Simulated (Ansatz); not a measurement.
Consider the formal exchange of groups at the Si–C bond: `O[Si](O)(Cl)C[SiH2]Cl` + `[SiH3]Cl` → `O[Si](O)(Cl)[SiH2]Cl` + `C[SiH2]Cl`.

Program: Ansatz. Geometries: PBE0-D4/def2-TZVP. ΔE: electronic, gas phase. CCSD(T)/CBS adds triple-zeta CCSD(T) − MP2 to the extrapolated MP2 energy (def2 sets, frozen cores). This one scheme is used for every species. Each species was taken in one conformer, which may not be the lowest.

| species | CCSD(T)/CBS(def2) energy (Eh) |
| --- | --- |
| `O[Si](O)(Cl)C[SiH2]Cl` | -1689.97410 |
| `[SiH3]Cl` | -750.69636 |
| `O[Si](O)(Cl)[SiH2]Cl` | -1650.68201 |
| `C[SiH2]Cl` | -789.97638 |

Problem. Work out ΔE.

Solution. ΔE = (-1650.68201) + (-789.97638) − (-1689.97410) − (-750.69636) = 0.01207 Eh = +7.6 kcal/mol.

Largest T1 diagnostic among the species: 0.011.

In def2-TZVPP, CCSD(T) changes the Hartree–Fock value by +1.2 kcal/mol (the triples alone add +0.2 kcal/mol) and MP2 by +2.6 kcal/mol. The D4 term adds +1.9 kcal/mol with B3LYP and +1.0 kcal/mol with PBE0; it sums over pairs of atoms, weighted by their polarisabilities, and B3LYP, whose exchange is more repulsive, gets the larger term. From PBE to PBE0 (25 % exact exchange), in def2-TZVPP and without D4, ΔE moves by +1.6 kcal/mol.

B3LYP here is the variant with VWN-RPA as its local correlation; programs differ in this.
